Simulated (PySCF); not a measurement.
C4H12Ge, SMILES [Ge]([CH3])([CH3])([CH3])[CH3]. Atoms are numbered in the order given.

```xyz
17

C      1.1376     1.1376    -1.1376
Ge     0.0000     0.0000     0.0000
C     -1.1376     1.1376     1.1376
C     -1.1376    -1.1376    -1.1376
C      1.1376    -1.1376     1.1376
H      0.5205     1.7825    -1.7825
H      1.7825     0.5205    -1.7825
H      1.7825     1.7825    -0.5205
H     -1.7825     0.5205     1.7825
H     -1.7825     1.7825     0.5205
H     -0.5205     1.7825     1.7825
H     -1.7825    -0.5205    -1.7825
H     -0.5205    -1.7825    -1.7825
H     -1.7825    -1.7825    -0.5205
H      1.7825    -1.7825     0.5205
H      1.7825    -0.5205     1.7825
H      0.5205    -1.7825     1.7825
```

Geometry optimised at B3LYP-D3(BJ)/def2-SVP. The isomer is the one that the SMILES or the coordinates give; other isomers of the formula were not compared.

All values below come from KT2/pcSseg-1 in PySCF.

GIAO shieldings, no solvent; atoms alike by connectivity are averaged. δ = σ(ref) − σ: ¹³C against TMS (σ = 185.1 ppm); ⁷³Ge against GeH4 (σ = 1669.3 ppm); ¹H against TMS (σ = 31.47 ppm), references at their B3LYP-D3(BJ)/def2-TZVP geometries, non-relativistic.

Computed chemical shifts:
| nucleus | atoms | count | δ (ppm) |
|---|---|---|---|
| ¹³C | C1, C3, C4, C5 | 4 | 2.3 |
| ⁷³Ge | Ge2 | 1 | 347.5 |
| ¹H | H6, H7, H8, H9, H10, H11, H12, H13, H14, H15, H16, H17 | 12 | 0.45 |
